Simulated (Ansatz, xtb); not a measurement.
C5H7AlO: which of two structures lies lower

Structure a is `Cc1co[c]([AlH2])c1`, a singlet and structure b is a singlet given by its coordinates. Both are isolated molecules in the gas phase, relaxed with PBE-D3(BJ)/def2-SVP; the shapes shown needn't be the lowest conformers.

a (Å):

```xyz
14

C     0.5715    1.9001    1.6516
C    -0.1720    0.6032    1.5484
C     0.2427   -0.5592    0.9241
C    -1.7673   -1.0328    1.7410
C    -1.4685    0.2872    2.0714
Al   -3.3128   -2.1523    2.0974
O    -0.6853   -1.5377    1.0264
H     0.0057    2.7303    1.1798
H     0.7421    2.1862    2.7103
H     1.5597    1.8424    1.1555
H     1.1601   -0.8153    0.3806
H    -4.5071   -1.4870    2.9277
H    -3.3606   -3.6609    1.5745
H    -2.1228    0.9625    2.6375
```

b (Å):

```xyz
14

C     0.4871    1.5924    0.2077
C     0.7430    0.4024   -0.0466
C     0.8818   -0.9922   -0.1603
C     0.1378   -1.7624    0.7233
C     0.1763   -3.2598    0.7375
Al   -0.9342    0.5929    1.8300
O    -0.6563   -1.1979    1.6118
H     0.3994    2.6692    0.2939
H     1.5473   -1.4327   -0.9138
H     0.4953   -3.6127    1.7400
H     0.8592   -3.6685   -0.0290
H    -0.8454   -3.6592    0.5708
H    -2.3630    1.0707    1.2973
H    -0.2666    1.1705    3.1621
```

Close contacts (Å): C1–C2 1.24, C1–Al6 2.38, C2–C3 1.41, C2–Al6 2.52, C3–C4 1.39, C4–C5 1.50, C4–O7 1.32, Al6–O7 1.83, C1–H8 1.08, C3–H9 1.10, C5–H10 1.11, C5–H11 1.10, C5–H12 1.11, Al6–H13 1.60, Al6–H14 1.60.

Energies in hartree; the thermal terms are from GFN2-xTB frequencies at re-optimised GFN2-xTB minima (ideal gas, soft modes damped towards free rotors, one conformer each, 298.15 K, 1 atm) and include the zero-point energy:

```
                              a           b
E, CCSD(T)/def2-SVP  −510.880667  −510.883386
    E, MP2/def2-SVP  −510.793106  −510.794919
  E, MP2/def2-TZVPP  −511.383719  −511.389471
  zero-point energy     0.097817     0.094178
       H(298 K) − E     0.106723     0.104413
       G(298 K) − E     0.065702     0.060799
```

Correct the CCSD(T) difference for the basis set by the MP2 change, then work out ΔE, ΔE₀, ΔH and ΔG for a → b in kJ/mol (1 Eh = 2625.50 kJ/mol) and the equilibrium ratio [b]/[a].

1. Differences b − a: CCSD(T) −0.002719, MP2 in the small set −0.001813, MP2 in the large set −0.005752 Eh.
2. ΔE = −0.002719 + (−0.005752 − (−0.001813)) = −0.006658 Eh = −17.48 kJ/mol.
3. ΔE₀ = ΔE + ΔZPE = −0.006658 + (−0.003639) Eh = −27.03 kJ/mol.
4. ΔH = ΔE + (−0.002310) Eh = −23.55 kJ/mol.
5. ΔG = ΔE + (−0.004903) Eh = −30.35 kJ/mol, so ΔS = (ΔH − ΔG)/T = +22.8 J/(mol K).
6. kT = 0.9442 mEh, so K = [b]/[a] = exp(−ΔG/kT) = exp(+12.24) ≈ 2.1 × 10^5.

Structure b is favoured at this temperature. An error of 4 kJ/mol in ΔG would change K by a factor of 5. PBE-D3(BJ)/def2-SVP gave ΔE the other sign. Mirror images and further conformers aren't counted.

Other levels gave ΔE = +5.6 (PBE-D3(BJ)/def2-SVP); −19.0 (HF/def2-SVP); −4.8 (MP2/def2-SVP); −7.1 (CCSD(T)/def2-SVP) kJ/mol. The correlated steps freeze 11 core orbitals. Programs: Ansatz 0.2.0, xtb 6.7.1.
